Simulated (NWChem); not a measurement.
Isomers of C$_{2}$H$_{4}$ClNOSi, each optimised at B3LYP/6-31G* with NWChem, gas phase unless a solvent is named. Flexible species stand in one conformer each, which need not be the lowest. Pople sets run with spherical d functions. Relative energies count from the lowest isomer at each level and are electronic, without zero-point energy, on those geometries. Shieldings are non-relativistic GIAO values without spin-orbit effects.

A: N#CC[Si@@H](O)Cl
B: O=C/N=C/[SiH2]Cl
C: O[Si@@]1(Cl)C=NC1
D: C[Si@@H](Cl)OC#N

```json
[
 {"quantity": "relative energy, PBE/def2-TZVP (kcal/mol)", "A": "0.0", "B": "51.9", "C": "19.5", "D": "13.7"},
 {"quantity": "relative energy, Hartree-Fock/def2-TZVP (kcal/mol)", "A": "0.0", "B": "59.2", "C": "32.6", "D": "16.3"},
 {"quantity": "orbital gap (eV), B3LYP/6-31G*", "A": "8.60", "B": "4.73", "C": "5.74", "D": "8.06"},
 {"quantity": "SMD solvation free energy in water, B3LYP/6-31G* (kcal/mol)", "A": "-8.4", "B": "-4.3", "C": "-6.3", "D": "-1.8"},
 {"quantity": "29Si shift against tetramethylsilane, PBE0/pcSseg-1 (ppm)", "A": "0.1", "B": "-25.5", "C": "-8.1", "D": "29.1"}
]
```
